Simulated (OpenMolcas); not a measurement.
Lines of Ce2+: computed and rescaled rates

- Program: OpenMolcas 26.06
- Method: SS-RASPT2, IPEA 0.25 Eh, imaginary shift 0.1 Eh (closed shells correlated: 5s)
- Basis: ANO-RCC-VTZP [8s7p5d3f2g1h]
- Scalar Hamiltonian: DKH2, point nucleus
- Active space: 8 electrons in 10 orbitals (RAS1 5p, at most 2 holes; RAS2 4f)
- State averaging: 2S+1 = 3 even, 21 roots; 2S+1 = 1 even, 27 roots
- Spin-orbit coupling: RASSI with atomic mean-field integrals over the reference wave functions, term energies averaged over their components

Rates come from the transition moments of the reference wave functions (E1 and E2 in the length form). At fixed line strength A goes as λ^-3 for E1 and M1 and as λ^-5 for E2, so a rate at the computed wavelength can be rescaled to the measured one. Measured vacuum wavelengths follow from level energies in Martin, Zalubas and Hagan, Atomic Energy Levels: The Rare-Earth Elements, NSRDS-NBS 60 (1978). Branching counts decays inside the model space alone, at computed energies, and the table is only a selection of the E2 and M1 lines, drawn from those between levels with measured partners whose computed energy lies within a factor of 1.5 of the measured one.

```csv
Upper,Lower,Type,λ computed (nm),λ measured (nm),A computed (s-1),A rescaled (s-1),Branching %
4f2 1D2,4f2 3F3,M1,1440,1239,3.86e-01,,55.2
4f2 1D2,4f2 3F2,M1,1235,1102,3.04e-01,,43.6
4f2 1I6,4f2 3H5,M1,699.2,629.2,2.16e-01,,50.4
4f2 1I6,4f2 3H6,M1,796,699.6,2.04e-01,,47.7
4f2 3H5,4f2 3H4,M1,5302,6543,1.56e-01,8.30e-02,100.0
4f2 3P0,4f2 3F2,E2,614.4,812.4,1.43e-01,3.54e-02,100.0
4f2 3H6,4f2 3H5,M1,5749,6255,1.18e-01,9.16e-02,100.0
4f2 3P1,4f2 3F3,E2,648.5,850.4,7.36e-02,1.90e-02,19.1
4f2 3P1,4f2 3F2,E2,603.4,783.6,4.93e-02,1.33e-02,12.8
4f2 3F3,4f2 3F2,M1,8694,9980,3.80e-02,2.51e-02,42.7
4f2 3P2,4f2 3F3,E2,618,796.6,2.74e-02,7.70e-03,3.9
4f2 3P2,4f2 3F3,M1,618,796.6,1.93e-02,,2.7
4f2 3P1,4f2 3F2,M1,603.4,783.6,1.71e-02,,4.4
4f2 3F3,4f2 3H4,M1,1718,2099,1.63e-02,,18.3
4f2 3P2,4f2 3F2,M1,576.9,737.7,6.23e-03,,0.9
4f2 3P2,4f2 3P1,M1,13140,12600,5.87e-03,6.66e-03,0.8
4f2 3P2,4f2 3F2,E2,576.9,737.7,5.19e-03,1.52e-03,0.7
4f2 1I6,4f2 3H4,E2,617.8,574,2.45e-03,,0.6
4f2 3F2,4f2 3H4,E2,2141,2658,1.08e-04,3.66e-05,100.0
```

Spin-changing lines and M1 lines between different terms are not rescaled, since their strength hangs on the term gaps too.

The largest correction is for 4f2 3P0 → 4f2 3F2 (E2): 1.43e-01 × (614.4 / 812.4)^5 = 3.54e-02 s-1, a factor of 0.25.

The computed rate and branching of 4f2 3H6 → 4f2 3H5 give the upper level a radiative lifetime of 1.000 / 1.18e-01 s-1 = 8.47e+00 s, counting decays inside the model space alone. The rescaled rate gives about 1.1e+01 s.

The computed order of these levels differs from the measured one in 1 place, and where term gaps are wrong the rates of spin-changing lines can be off by large factors.

These are rates of the free ion; in crystals, glasses and complexes forced electric-dipole and non-radiative decay shorten such lifetimes by orders of magnitude. No measured rate stands beside these. Rescaling mends the energy factor alone: line strengths can still be far off where a level mixes with configurations outside the active space, and weak or spin-changing lines hang on small mixing coefficients that depend on the term gaps too, so rescaling need not improve them.

CASPT2 breaks the degeneracy within a term, and the mean is taken; among the terms shown or strongly mixed into the levels shown the widest spread is 940 cm-1 (4f2 1I). High states are left out of the spin-orbit mixing, which shifts the levels that they would mix with. Active for correlation alone: 5p; no level in the range computed is led by a configuration that opens it, so any true level of that kind is missing. Some terms miss by over 15 % even with CASPT2, which points to a basis or an active space too small for the shells correlated. Measured partners are found by configuration, term and J. A level has none where our copy of the source lacks it or the pairing is in doubt (some pairs that miss far off the trend of their configuration count as doubtful). Levels of configurations outside the active space are missing.
